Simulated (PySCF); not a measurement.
C₄H₄.

```xyz
8

C      0.0000     0.0000     1.9575
C      0.0000     0.0000     0.6371
C      0.0000     0.0000    -0.6371
C      0.0000     0.0000    -1.9575
H      0.0000    -0.9353     2.5286
H      0.0000     0.9353     2.5286
H      0.0000    -0.9353    -2.5286
H      0.0000     0.9353    -2.5286
```
Charge 0, spin multiplicity 1.

Geometry optimised at B3LYP-D3(BJ)/def2-SVP.

Level of theory: HF/pcSseg-1 in PySCF. Non-relativistic, no solvent.

Problem. Give the absolute GIAO shielding of each atom: isotropic value and principal components (ppm). (Estimate from the structure and the level; the computed values follow.)

Solution. 
| atom | σ(iso) | σ11 | σ22 | σ33 | span |
|---|---|---|---|---|---|
| C1 | 90.6 | 9.0 | 83.4 | 179.3 | 170.3 |
| C2 | -0.9 | -34.4 | 9.8 | 21.7 | 56.1 |
| C3 | -0.9 | -34.4 | 9.8 | 21.7 | 56.1 |
| C4 | 90.6 | 9.0 | 83.4 | 179.3 | 170.3 |
| H5 | 26.1 | 24.1 | 25.0 | 29.3 | 5.1 |
| H6 | 26.1 | 24.1 | 25.0 | 29.3 | 5.1 |
| H7 | 26.1 | 24.1 | 25.0 | 29.3 | 5.1 |
| H8 | 26.1 | 24.1 | 25.0 | 29.3 | 5.1 |
